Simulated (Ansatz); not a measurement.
Isolated molecules relaxed with PBE0-D4/def2-TZVP in Ansatz; ΔE leaves out vibrations. CCSD(T)/CBS is the MP2 limit (def2-TZVPP, def2-QZVPP) plus CCSD(T) − MP2 in def2-TZVPP, frozen cores. Functionals use def2-TZVPP.

Consider the isomerisation: `BC(=C)C` → `CC1BC1`.

**Question.** Is it downhill or uphill in electronic energy at CCSD(T)/CBS, and by how much? (Best estimate.)

**Answer.** Computed: Uphill: ΔE = +0.63 eV.

**Question.** What do these levels give: PBE-D4, revPBE-D4, BLYP-D4, CAM-B3LYP-D4, r2SCANh, HF/def2-QZVPP? (Best estimate.)

**Answer.** Computed: PBE-D4 0.47, revPBE-D4 0.53, BLYP-D4 0.74, CAM-B3LYP-D4 0.59, r2SCANh 0.46, HF/def2-QZVPP 0.81 eV.

**Question.** What do rigid-rotor, harmonic-oscillator terms from PBE0-D4/def2-TZVP frequencies (298.15 K, 1 bar) make of the CCSD(T)/CBS value? (Estimate.)

**Answer.** Ansatz gave: ΔZPE = +0.03 eV, ΔH = +0.65 eV, ΔS = -9 J/(mol·K), ΔG = +0.68 eV.

Largest T1 diagnostic among the species: 0.010.

In def2-TZVPP, CCSD(T) changes the Hartree–Fock value by −0.14 eV (the triples alone add +0.02 eV) and MP2 by −0.23 eV. From BLYP to BHLYP (50 % exact exchange), in def2-TZVPP and without D4, ΔE moves by −0.07 eV. Leaving LDA and LC-ωPBE aside and taking each functional with its dispersion term where it has one, the values spread over 0.32 eV, from PBE0-D4 to BLYP-D4. LDA lies −0.18 eV from PBE without D4.
